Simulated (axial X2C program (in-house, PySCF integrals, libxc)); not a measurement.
# Testing model relations on CaSr

A bond curve at the CCSD(T) level, 2c, was computed with an in-house relativistic program for diatomic molecules (basis Sr dyall-cv3z [13s12p8d5f1g], Ca dyall-cv3z [11s12p6d4f] (cores contracted in-house)) for the state Ω = 0 (closed shell). Its fit gives Re = 4.6295 Å, ωe = 49.5 cm⁻¹, ωexe = 0.719 cm⁻¹ and αe = 3.825e-04 cm⁻¹; the masses are 87.9056 and 39.9626 u. Two-component means X2C with spin–orbit coupling and atomic mean-field Coulomb and Gaunt terms.

Correlated methods: 4 electrons correlated (number of frozen shells: Sr 4 s, 3 p, 1 d; Ca 3 s, 2 p), 316 virtual spin orbitals or spinors in MP2, 90 natural virtuals in coupled cluster.

Question: Find the reduced mass, Be and the force constant.

Answer: From the CCSD(T) values: μ = 27.4731 u. Be = 16.8576/(μ Re²) = 0.02863 cm⁻¹. k = 5.8918×10⁻⁷ μ ωe² = 0.0397 mdyn/Å.

Question: Estimate the centrifugal constant by the Kratzer relation.

Answer: D = 4Be³/ωe² = 3.83e-08 cm⁻¹.

Question: Where do the fundamental and the first overtone lie?

Answer: ν(1←0) = ωe − 2ωexe = 48.1 cm⁻¹; ν(2←0) = 2ωe − 6ωexe = 94.7 cm⁻¹.

Question: Give B0, the J = 1←0 line in GHz and the most populated J at 300 K (kT = 208.5 cm⁻¹).

Answer: B0 = Be − αe/2 = 0.02844 cm⁻¹; 2B0 = 1.705 GHz; J(max) ≈ √(kT/2B0) − 1/2 = 60.0, so J = 60.

Question: A Morse curve ties αe to the other constants (Pekeris). How well does that hold?

Answer: αe(Morse) = 6Be²/ωe × (√(ωexe/Be) − 1) = 3.985e-04 cm⁻¹; the CCSD(T) curve gives 3.825e-04 cm⁻¹, a ratio of 1.04.

The state is one determinant whose occupation by symmetry is held fixed; it was picked as the lowest of a PBE0 search that is not exhaustive. Coupled cluster ran in a truncated set of natural virtual spinors; the MP2 energy of the rest was added. (T) has no such correction and the atoms are truncated less, which lowers De at CCSD(T) by a hundredth of an eV or more. The outer-core s and p shells of the metal are frozen in the correlated rows, which leaves out core–valence correlation; for alkali and alkaline-earth bonds that tends to lengthen them. With the outer-core shells frozen, correlated bond lengths of heavy atoms tend to come out a few hundredths of an ångström too long. The levels of this run spread widely (ωe from 43 to 70 cm⁻¹), so these constants depend on the method. The bond is weak, and without diffuse functions and with truncated virtuals even CCSD(T) can be tens of per cent off in De.
